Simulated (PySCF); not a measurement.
A structure optimised at PBE-D3(BJ)/def2-TZVP, used in a PySCF frequency run:

```xyz
6

Al     0.1406    -0.7833     0.0000
C     -0.0438     1.1862     0.0000
H     -0.6230     1.4950     0.8868
H     -0.6230     1.4950    -0.8868
H      0.9085     1.7320     0.0000
H     -1.2271    -1.6561     0.0000
```
Charge 0, spin multiplicity 2.

Question: Write its SMILES, formula and point group.

Answer: [CH3][AlH], CH₄Al, Cs

Question: What are its rotational constants (standard atomic weights)?

Answer: 98.400, 11.212, 10.744 GHz
